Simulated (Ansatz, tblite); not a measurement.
Forces on the cluster ZrTe₂ at its PBE-D4/def2-TZVP geometry. Total charge 0; singlet.

In the def2 sets Te, Zr take a core potential; there is no spin–orbit coupling. The xTB rows come from tblite. The restricted singlet is unstable towards broken spin symmetry in Hartree–Fock (as tested in another run); at PBE-D4/def2-TZVP this wasn't settled. No other spin state of charge 0 was run. Another isomer (singlet) lies 1.52 eV lower at PBE0-D4/def2-TZVP; other spin states weren't run for this one.

GFN1-xTB (tblite), largest force 1.00 eV/Å:

```xyz
3
positions Å, forces eV/Å
Zr    0.408    0.919   -1.199    0.070    0.160   -0.192
Te    0.118    0.541    1.477    0.198    0.644    0.719
Te   -0.526   -1.460   -0.278   -0.269   -0.804   -0.527
```

GFN2-xTB (tblite), largest force 1.66 eV/Å:

```
Zr 0.240 0.541 -0.696
Te 0.257 0.899 1.366
Te -0.496 -1.439 -0.671
```

PBE-D4/def2-TZVP (Ansatz), largest force 0.00 eV/Å:

```
Zr 0.001 0.002 0.000
Te 0.000 0.000 -0.001
Te -0.001 -0.002 0.001
```
